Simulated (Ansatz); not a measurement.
Co₂Si₅: single points at one geometry.

```yaml
crystal:
  periodic: [false, false, false]
  atoms:
    - {symbol: Co, position_ang: [-0.821029, 1.086910, -0.421636]}
    - {symbol: Co, position_ang: [1.359866, 0.196168, -0.381644]}
    - {symbol: Si, position_ang: [0.871340, -1.251027, 1.228824]}
    - {symbol: Si, position_ang: [-1.536610, -0.268109, 1.183730]}
    - {symbol: Si, position_ang: [0.179819, 0.340725, -2.229186]}
    - {symbol: Si, position_ang: [-0.529012, -1.331566, -0.764029]}
    - {symbol: Si, position_ang: [0.475636, 1.226899, 1.383941]}
basis:
  gaussian: {orbitals: def2-TZVP, initial_orbitals: start.molden}
hamiltonian: {xc: {name: r2SCANh}, dispersion: d4}
scf: {omitted_lower_state_checks: [starts]}
output: {orbitals: {seedname: orbitals}}
```

The file start.molden holds the orbitals of an earlier run on this structure, at another level or in another basis.

```sh
$ ansatz run in.yaml --threads 4 --pin off --events-out ev --progress --plain --max-ram 4787MiB
```

It prints (some lines left out):

```
Functional definition: r2SCANh
2212 factors; their error is unknown
mean field evaluation 1: about -114637.2543 eV, gradient 8.9e0 eV
mean field evaluation 2: about -114637.3559 eV, gradient 2.5e-1 eV
mean field evaluation 4: about -114637.4948 eV, gradient 1.2e-2 eV
mean field -114637.49476738 eV, -4212.8502286162 hartree, gradient 2.5e-5 eV, S^2 0.000000; 0 other end points of the search recorded, 0 dependent functions left out
reference -114637.49477755 eV, -4212.8502289901 hartree; 62, 62 occupied and 213, 213 virtual orbitals, 2212 factors
Total energy: -114637.62109782 eV, -4212.8548711744 hartree
Checks for a lower state left out: starts
```

Run time 26 s (4 threads of Arm Neoverse V2 on a shared host), peak host memory 1.4 GiB.

The first input with `hamiltonian: {xc: pbe}`, `correlation: {method: rpa}` and without the key `output` (abridged; 16 s):

```
Functional definition: PBE
mean field -114614.00987464 eV, -4211.9871747269 hartree, gradient 2.2e-6 eV, S^2 0.000000
35 core orbitals not correlated, not the lowest: weight in the atoms' cores, before any rotation towards them, 1.000 or more for the frozen orbitals, at most 0.000 for the correlated occupied ones
Total energy: -114550.14779421 eV, -4209.6402865584 hartree
Checks for a lower state left out: starts
```

As the first input, with `hamiltonian: {xc: r2scan, dispersion: d4}` (abridged; 16 s):

```
Functional definition: r2SCAN
mean field -114640.41655481 eV, -4212.9576023241 hartree, gradient 2.4e-5 eV, S^2 0.000000
Total energy: -114640.52569311 eV, -4212.9616130824 hartree
Checks for a lower state left out: starts
```

Geometry: PBE-D4/def2-SVP.

Correlated methods freeze 35 core orbitals; core or outer-core shells of Co are correlated, in sets that lack core-valence functions. The restricted singlet is unstable towards broken spin symmetry in Hartree–Fock (as tested in another run); at r2SCANh-D4/def2-TZVP, RPA@PBE/def2-TZVP, r2SCAN-D4/def2-TZVP this wasn't settled. At PBE0-D4/def2-TZVP a quintet of charge 0 lies 1.19 eV below the restricted singlet, each at its own geometry. The structure comes from a short search, and lower isomers may exist.
